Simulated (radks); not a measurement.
Problem. Successive ionisation energies (eV) of one element, from differences of total energies of ions in their ground configurations, starting at charge 22: 640.65, 686.99, 734.48, 783.08, 832.78, 1072.9, 1121.7, 1171.2, 1221.3, 1271.9, 1323.1, 1375.0, 1427.3, 1480.3, 1533.8, 1733.3, 1786.2, 1839.4, 1892.9, 1946.5, 2000.2, 2134.4. All-electron calculation, non-relativistic Kohn-Sham, LDA (Slater exchange, Perdew-Wang correlation), spin-unpolarised, spherical densities, point nucleus; relativity is left out, which matters for an element this heavy. Program: a radial shooting solver on a logarithmic mesh with Libxc functionals. Which element is it?

Solution. Tantalum (Z = 73). The first species listed is Ta22+ in [Kr] 4d10 4f5, the last Ta43+ in [Ar] 3d10 4s2.
